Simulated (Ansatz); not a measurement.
Ansatz (an electronic-structure program) job for C3H5O, SMILES CC(=[CH])O, multiplicity 2, B3LYP-D3(BJ)/def2-SVP. 

Ansatz 0.2 input:
```yaml
crystal:
  periodic: [false, false, false]
  atoms:
    - {symbol: C, position_ang: [1.21676881, 0.79803431, -0.00000000]}
    - {symbol: C, position_ang: [0.12664222, 0.09168808, 0.00000000]}
    - {symbol: C, position_ang: [0.08675317, -1.40779447, -0.00000000]}
    - {symbol: O, position_ang: [-1.15240095, 0.62916034, -0.00000000]}
    - {symbol: H, position_ang: [1.55408605, 1.80525303, 0.00000000]}
    - {symbol: H, position_ang: [1.09238190, -1.81469730, -0.00000000]}
    - {symbol: H, position_ang: [-0.45000041, -1.75358905, -0.88094387]}
    - {symbol: H, position_ang: [-0.45000041, -1.75358905, 0.88094387]}
    - {symbol: H, position_ang: [-1.10824475, 1.59177208, 0.00000000]}
basis:
  gaussian:
    orbitals: def2-SVP
hamiltonian:
  xc: b3lyp
  dispersion: d3bj
magnetization: {spin_polarized: true, initial_magnetization: 1}
relax: {f_tol: 0.002, max_steps: 200}
```

It prints:

```
WARN ansatz: RAYON_NUM_THREADS=1 ignored (pool sized by the plan → 1); use --threads N
Functional definition: B3LYP
integrals: 0.03 GiB planned
914 factors; integrals over basis functions are off by at most 3.3e-4 eV
mean field: 0.36 GiB planned
mean field evaluation 1: about -5226.5238 eV, gradient 3.6e1 eV
mean field evaluation 2: about -5225.2871 eV, gradient 4.1e1 eV
mean field evaluation 4: about -5232.6981 eV, gradient 1.8e0 eV
mean field evaluation 8: about -5232.7419 eV, gradient 9.7e-2 eV
mean field evaluation 16: about -5232.7422 eV, gradient 8.5e-5 eV
mean field -5232.74222662 eV, -192.2997299482 hartree, gradient 2.2e-5 eV, S^2 0.758572; 0 other end points of the search recorded, 0 dependent functions left out
the calculation of the forces begins
reference -5232.74242687 eV, -192.2997373074 hartree; 16, 15 occupied and 65, 66 virtual orbitals, 914 factors
relax step   1: F+E_penalty+E_count = -5232.98342275 eV  Δ(F+E_penalty+E_count) = +0.000e0 eV  max|allowed force component| = 1.508e0 eV/Å  Δτ_max = 0.0000 Å  (32 SCF iters, accepted)
these checks for a lower state are left out or cut short: starts, cluster_reference, orbital_swaps, neighbouring_geometries, increment
integrals: 0.03 GiB planned
914 factors; integrals over basis functions are off by at most 3.7e-4 eV
mean field: 0.36 GiB planned
mean field -5232.78634318 eV, -192.3013512019 hartree, gradient 2.1e-5 eV, S^2 0.759439; 0 other end points of the search recorded, 0 dependent functions left out
the calculation of the forces begins
reference -5232.78654462 eV, -192.3013586046 hartree; 16, 15 occupied and 65, 66 virtual orbitals, 914 factors
relax step   2: F+E_penalty+E_count = -5233.02656325 eV  Δ(F+E_penalty+E_count) = -4.314e-2 eV  max|allowed force component| = 5.153e-1 eV/Å  Δτ_max = 0.0374 Å  (38 SCF iters, accepted)
these checks for a lower state are left out or cut short: starts, cluster_reference, orbital_swaps, neighbouring_geometries, increment
integrals: 0.03 GiB planned
914 factors; integrals over basis functions are off by at most 3.8e-4 eV
mean field: 0.36 GiB planned
mean field evaluation 32: about -5232.7903 eV, gradient 1.6e-5 eV
mean field -5232.79028564 eV, -192.3014960845 hartree, gradient 1.7e-5 eV, S^2 0.759705; 0 other end points of the search recorded, 0 dependent functions left out
the calculation of the forces begins
reference -5232.79048716 eV, -192.3015034902 hartree; 16, 15 occupied and 65, 66 virtual orbitals, 914 factors
relax step   3: F+E_penalty+E_count = -5233.03032925 eV  Δ(F+E_penalty+E_count) = -3.766e-3 eV  max|allowed force component| = 1.098e-1 eV/Å  Δτ_max = 0.0099 Å  (31 SCF iters, accepted)
these checks for a lower state are left out or cut short: starts, cluster_reference, orbital_swaps, neighbouring_geometries, increment
integrals: 0.03 GiB planned
914 factors; integrals over basis functions are off by at most 3.8e-4 eV
mean field: 0.36 GiB planned
mean field -5232.79049879 eV, -192.3015039177 hartree, gradient 2.5e-5 eV, S^2 0.759736; 0 other end points of the search recorded, 0 dependent functions left out
the calculation of the forces begins
reference -5232.79070016 eV, -192.3015113180 hartree; 16, 15 occupied and 65, 66 virtual orbitals, 914 factors
relax step   4: F+E_penalty+E_count = -5233.03059577 eV  Δ(F+E_penalty+E_count) = -2.665e-4 eV  max|allowed force component| = 3.006e-2 eV/Å  Δτ_max = 0.0031 Å  (28 SCF iters, accepted)
these checks for a lower state are left out or cut short: starts, cluster_reference, orbital_swaps, neighbouring_geometries, increment
integrals: 0.03 GiB planned
914 factors; integrals over basis functions are off by at most 3.8e-4 eV
mean field: 0.36 GiB planned
mean field -5232.79050925 eV, -192.3015043022 hartree, gradient 2.1e-5 eV, S^2 0.759790; 0 other end points of the search recorded, 0 dependent functions left out
the calculation of the forces begins
reference -5232.79071035 eV, -192.3015116925 hartree; 16, 15 occupied and 65, 66 virtual orbitals, 914 factors
relax step   5: F+E_penalty+E_count = -5233.03066042 eV  Δ(F+E_penalty+E_count) = -6.465e-5 eV  max|allowed force component| = 4.871e-2 eV/Å  Δτ_max = 0.0086 Å  (31 SCF iters, accepted)
these checks for a lower state are left out or cut short: starts, cluster_reference, orbital_swaps, neighbouring_geometries, increment
integrals: 0.03 GiB planned
914 factors; integrals over basis functions are off by at most 3.8e-4 eV
mean field: 0.36 GiB planned
mean field -5232.79052103 eV, -192.3015047351 hartree, gradient 1.8e-5 eV, S^2 0.759765; 0 other end points of the search recorded, 0 dependent functions left out
the calculation of the forces begins
reference -5232.79072218 eV, -192.3015121270 hartree; 16, 15 occupied and 65, 66 virtual orbitals, 914 factors
relax step   6: F+E_penalty+E_count = -5233.03062591 eV  Δ(F+E_penalty+E_count) = +3.451e-5 eV  max|allowed force component| = 9.412e-2 eV/Å  Δτ_max = 0.0027 Å  (28 SCF iters, rejected (line search))
these checks for a lower state are left out or cut short: starts, cluster_reference, orbital_swaps, neighbouring_geometries, increment
integrals: 0.03 GiB planned
914 factors; integrals over basis functions are off by at most 3.8e-4 eV
mean field: 0.36 GiB planned
mean field -5232.79057882 eV, -192.3015068589 hartree, gradient 4.3e-5 eV, S^2 0.759769; 0 other end points of the search recorded, 0 dependent functions left out
the calculation of the forces begins
reference -5232.79077994 eV, -192.3015142499 hartree; 16, 15 occupied and 65, 66 virtual orbitals, 914 factors
relax step   7: F+E_penalty+E_count = -5233.03074341 eV  Δ(F+E_penalty+E_count) = -8.299e-5 eV  max|allowed force component| = 5.592e-3 eV/Å  Δτ_max = 0.0013 Å  (26 SCF iters, accepted)
these checks for a lower state are left out or cut short: starts, cluster_reference, orbital_swaps, neighbouring_geometries, increment
integrals: 0.03 GiB planned
914 factors; integrals over basis functions are off by at most 3.8e-4 eV
mean field: 0.36 GiB planned
mean field evaluation 64: about -5232.7906 eV, gradient 2.4e-5 eV
mean field -5232.79058012 eV, -192.3015069066 hartree, gradient 2.4e-5 eV, S^2 0.759767; 0 other end points of the search recorded, 0 dependent functions left out
the calculation of the forces begins
reference -5232.79078125 eV, -192.3015142980 hartree; 16, 15 occupied and 65, 66 virtual orbitals, 914 factors
relax step   8: F+E_penalty+E_count = -5233.03075499 eV  Δ(F+E_penalty+E_count) = -1.158e-5 eV  max|allowed force component| = 1.627e-3 eV/Å  Δτ_max = 0.0010 Å  (25 SCF iters, accepted)
integrals: 0.03 GiB planned
914 factors; integrals over basis functions are off by at most 3.8e-4 eV
mean field: 0.36 GiB planned
mean field -5232.79058012 eV, -192.3015069066 hartree, gradient 2.4e-5 eV, S^2 0.759767; 1 other end points of the search recorded, 0 dependent functions left out
the calculation of the forces begins
reference -5232.79078125 eV, -192.3015142980 hartree; 16, 15 occupied and 65, 66 virtual orbitals, 914 factors
Total energy: -5233.03095612 eV, -192.3103405618 hartree
Atom 0 at     1.232277     0.812272     0.000000 Å, force    -0.001273    -0.000156    -0.000000 eV/Å
Atom 1 at     0.119479     0.092796     0.000000 Å, force     0.001627    -0.000488     0.000000 eV/Å
Atom 2 at     0.080938    -1.406910    -0.000000 Å, force     0.001384    -0.000470    -0.000000 eV/Å
Atom 3 at    -1.150454     0.618740    -0.000000 Å, force    -0.000654     0.001338    -0.000000 eV/Å
Atom 4 at     1.559488     1.849408     0.000000 Å, force    -0.000066     0.000461     0.000000 eV/Å
Atom 5 at     1.093518    -1.829557    -0.000000 Å, force    -0.000015    -0.000546     0.000000 eV/Å
Atom 6 at    -0.463770    -1.767491    -0.888144 Å, force    -0.000510     0.000042    -0.000640 eV/Å
Atom 7 at    -0.463770    -1.767491     0.888144 Å, force    -0.000510     0.000042     0.000640 eV/Å
Atom 8 at    -1.091721     1.584471    -0.000000 Å, force     0.000017    -0.000222    -0.000000 eV/Å
Dipole moment:    -0.042432     0.181669     0.000000 e Å
```

Self-consistency was reached.

Cost: very roughly 30 core-seconds.
